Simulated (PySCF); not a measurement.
Isomers C5H5NO2Si:

A. `C#C[Si@H](O)c1ccno1`
B. `O=C[SiH2]C(/C=C\C#N)=O`
C. `c1cc2c(cn1)O[SiH2]O2`
D. `C(#N)[Si@H]1C=C(OC=O)C1`
E. `c1cnc2c(c1)O[SiH2]O2`

Spectrum 1. ¹H NMR (300 MHz, computed): δ 8.72 (s, 1H), 8.52 (d, 1H), 7.16 (d, 1H), 5.63 (s, 2H). ¹³C{¹H} NMR (computed): δ 161.0 (C), 151.3 (C), 148.8 (CH), 139.9 (CH), 113.6 (CH).

Spectrum 2. ¹H NMR (300 MHz, computed): δ 8.41 (m, 1H), 6.79 (m, 1H), 5.37 (d, 1H), 2.54 (br s, 1H), 2.08 (d, 1H). ¹³C{¹H} NMR (computed): δ 177.0 (C), 152.8 (CH), 118.8 (CH), 103.2 (CH), 90.1 (C).

Spectrum 3. ¹H NMR (300 MHz, computed): δ 8.24 (s, 1H), 6.02 (d, 1H), 4.97 (m, 1H), 2.49 (m, 1H), 2.36 (m, 1H). ¹³C{¹H} NMR (computed): δ 167.0 (C), 163.1 (CH), 123.4 (C), 121.3 (CH), 27.8 (CH2).

Spectrum 4. ¹H NMR (300 MHz, computed): δ 12.47 (t, 1H), 7.91 (d, 1H), 5.34 (d, 1H), 4.63 (d, 2H). ¹³C{¹H} NMR (computed): δ 245.3 (CH), 226.7 (C), 154.4 (CH), 120.4 (C), 108.0 (CH).

Spectrum 5. ¹H NMR (300 MHz, computed): δ 8.17 (d, 1H), 7.50 (d, 1H), 6.97 (m, 1H), 5.71 (s, 2H). ¹³C{¹H} NMR (computed): δ 162.8 (C), 146.5 (C), 145.7 (CH), 124.6 (CH), 121.4 (CH).

Method: σ from GIAO-PBE0/pcSseg-1, geometry: GFN2-xTB, in PySCF 2.14 (single conformer, no solvent model, no relativistic terms, equivalent nuclei averaged).

References, each an isolated molecule treated in the same way: ¹H (σ = 31.72 ppm), ¹³C (σ = 186.93 ppm) vs TMS. Where no couplings were computed, multiplicities follow the n + 1 count of equivalent neighbours, and m marks all less simple cases (inequivalent or close neighbours, rings, F or P nearby). Shifts are as computed. Against solution values, carbons near 30 ppm lie about +3 ppm off and those near 130 ppm about +5 ppm. Of 1211 compounds with measured shifts, 218 miss one by over three times the rms of a fit or turn the order of signals round; such compounds aren't used in these exercises. OH and NH positions are gas-phase values without hydrogen bonding to other molecules.

Q: Match each spectrum to its structure.

A: 1–C, 2–A, 3–D, 4–B, 5–E.

- Spectrum 1 (C): 5 ¹³C signals; δC 161.0 is an aromatic carbon bearing oxygen; δC 151.3 is an aromatic carbon bearing oxygen.
- Spectrum 2 (A): 5 ¹³C signals; δC 152.8 is an aromatic CH next to a ring nitrogen; δC 103.2 is a terminal alkyne carbon.
- Spectrum 3 (D): 5 ¹³C signals; δC 167.0 is an alkene carbon bearing oxygen; δC 163.1 is an ester carbonyl carbon.
- Spectrum 4 (B): 5 ¹³C signals; δC 154.4 is an α carbon of a C=C–C=O unit; δC 120.4 is a nitrile carbon.
- Spectrum 5 (E): 5 ¹³C signals; δC 162.8 is an aromatic carbon bearing oxygen; δC 146.5 is an aromatic carbon bearing oxygen.
